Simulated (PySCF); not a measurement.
Sn(F)(SH) (FHSSn), SMILES [F][Sn][SH] (connectivity only; charge and spin as stated), neutral, multiplicity 1. Atoms are numbered in the order given.

```xyz
4

Sn     0.3501     0.4566     0.0000
F     -1.5084     1.1111     0.0000
S     -0.3072    -1.9073     0.0000
H      0.9875    -2.3112     0.0000
```

Geometry: PBE-D3(BJ)/def2-TZVP. The def2 effective core potentials stand for the cores of Sn; spin–orbit coupling is left out. Other conformers were not sampled.

Level of theory: TDA-CAM-B3LYP/def2-SVPD (PySCF).

Vertical excitations. Gas-phase values at a fixed geometry. State labels are in the subgroup Cs.

Problem. Estimate the UV-visible absorptions. (Estimate from the structure and the level; the computed values follow.)

Solution. 
```json
[
 {"state": "S1", "symmetry": "A\"", "energy (eV)": "3.83", "λ (nm)": "324", "f": "0.036", "main pairs": "HOMO→LUMO 98 %"},
 {"state": "S2", "symmetry": "A'", "energy (eV)": "4.45", "λ (nm)": "279", "f": "0.027", "main pairs": "HOMO−1→LUMO 88 %"},
 {"state": "S3", "symmetry": "A\"", "energy (eV)": "5.74", "λ (nm)": "216", "f": "0.006", "main pairs": "HOMO−1→LUMO+1 95 %"},
 {"state": "S4", "symmetry": "A'", "energy (eV)": "5.84", "λ (nm)": "212", "f": "0.110", "main pairs": "HOMO→LUMO+1 70 %, HOMO→LUMO+2 23 %"},
 {"state": "S5", "symmetry": "A\"", "energy (eV)": "6.24", "λ (nm)": "199", "f": "0.001", "main pairs": "HOMO−1→LUMO+2 67 %, HOMO−1→LUMO+4 14 %"},
 {"state": "S6", "symmetry": "A\"", "energy (eV)": "6.43", "λ (nm)": "193", "f": "0.035", "main pairs": "HOMO−1→LUMO+3 69 %, HOMO−1→LUMO+2 14 %"},
 {"state": "S7", "symmetry": "A\"", "energy (eV)": "6.55", "λ (nm)": "189", "f": "0.063", "main pairs": "HOMO−2→LUMO 71 %, HOMO−3→LUMO 18 %"},
 {"state": "S8", "symmetry": "A'", "energy (eV)": "6.65", "λ (nm)": "186", "f": "0.013", "main pairs": "HOMO→LUMO+3 85 %"},
 {"state": "S9", "symmetry": "A\"", "energy (eV)": "6.74", "λ (nm)": "184", "f": "0.012", "main pairs": "HOMO−3→LUMO 73 %, HOMO−2→LUMO 15 %"},
 {"state": "S10", "symmetry": "A'", "energy (eV)": "6.93", "λ (nm)": "179", "f": "1.075", "main pairs": "HOMO→LUMO+2 63 %, HOMO→LUMO+1 17 %"},
 {"state": "T1", "symmetry": "A\"", "energy (eV)": "2.83", "λ (nm)": "438", "f": "0", "main pairs": "HOMO→LUMO 97 %"},
 {"state": "T2", "symmetry": "A'", "energy (eV)": "3.53", "λ (nm)": "352", "f": "0", "main pairs": "HOMO−1→LUMO 98 %"},
 {"state": "T3", "symmetry": "A'", "energy (eV)": "4.72", "λ (nm)": "263", "f": "0", "main pairs": "HOMO→LUMO+1 93 %"},
 {"state": "T4", "symmetry": "A'", "energy (eV)": "5.44", "λ (nm)": "228", "f": "0", "main pairs": "HOMO→LUMO+2 89 %"}
]
```
Triplets are in the Tamm–Dancoff approximation.
